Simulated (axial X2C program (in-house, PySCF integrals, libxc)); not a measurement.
Values are calculated unless marked as measured or tabulated.
# ZrO⁻: input and output

Program: an in-house relativistic program for diatomic molecules.

The run was started with this input:
```json
{"zs": [40, 8], "q": -1, "bas": ["dyall-acv3z", "dyall-av3z"], "levels": ["PBE0", "HF", "B97-3"], "cc": true, "r0": 1.84, "thr": -1.0, "nmax": 90, "npts": 10, "nst": 2, "ntry": 6}
```
```bash
python so2c.py task.json out
```

Keys: zs atomic numbers; q charge; bas basis sets; levels methods; cc coupled cluster on or off; r0 starting distance in Å; thr threshold in hartree for freezing inner shells (an s shell follows its p shell); nmax most natural virtual spinors; npts points on the curve; nst determinants followed; ntry starts of the search. HF also brings MP2.

Output of the HF step, spin-free, at R = 1.744 Å for the state M_S = 1/2, Λ = 2. It starts from PBE0 orbitals of this distance.

```
spin-free X2C-1e  HF
basis functions 224  fitting functions 1043  grid points 5075
iter        total energy     max residual
   1      -3671.234330947     2.69e-01
   2      -3671.262436257     1.19e-02
   3      -3671.263668636     1.30e-02
   4      -3671.267511456     3.14e-03
   5      -3671.267999542     2.09e-03
   6      -3671.268265642     9.64e-04
   7      -3671.268418503     6.65e-04
   8      -3671.268551584     5.12e-04
   9      -3671.268710713     2.57e-04
  10      -3671.268743265     9.43e-05
  11      -3671.268745242     5.09e-05
  12      -3671.268746238     2.78e-05
  13      -3671.268746717     1.29e-05
  14      -3671.268746841     6.60e-06
  15      -3671.268746868     4.48e-06
  16      -3671.268746872     2.66e-06
  17      -3671.268746874     1.46e-06
converged
one-electron -5272.59926374  Coulomb 1625.66622555  exact exchange -121.43244463  xc functional 0.00000000  nuclear repulsion 97.09673595
correlated 11  virtual 325  natural virtual 90  E(MP2) -0.363488822  MP2 remainder -0.020799220
iter   CCSD correlation   residual
   1     -0.311888615   2.60e-01
   2     -0.330739366   1.65e-01
   3     -0.338316032   7.77e-02
   4     -0.339136701   4.04e-02
   5     -0.339785634   2.09e-02
   6     -0.340131511   1.02e-02
   7     -0.340159054   4.77e-03
   8     -0.340180211   1.98e-03
   9     -0.340216556   1.03e-03
  10     -0.340186525   5.41e-04
  11     -0.340202593   2.72e-04
  12     -0.340200754   1.32e-04
  13     -0.340199411   6.65e-05
  14     -0.340198621   3.66e-05
  15     -0.340197965   2.20e-05
  16     -0.340197320   1.34e-05
  17     -0.340197373   7.47e-06
  18     -0.340197247   4.07e-06
  19     -0.340197222   2.44e-06
  20     -0.340197204   1.40e-06
(T) -0.021213593  T1 0.0831  D1 0.2348  max T2 0.193
```
Energies are in hartree; totals compare only within one Hamiltonian and basis. T1 is large, a sign of multireference character or of a spin-contaminated reference. T1 in the output is the amplitude norm over the root of the electron number; divide by √2 for the Lee–Taylor value. The determinant is spin-polarised beyond a pure state at some levels (its spin-free form has ⟨S²⟩ too high), which makes Re and μ there less reliable.
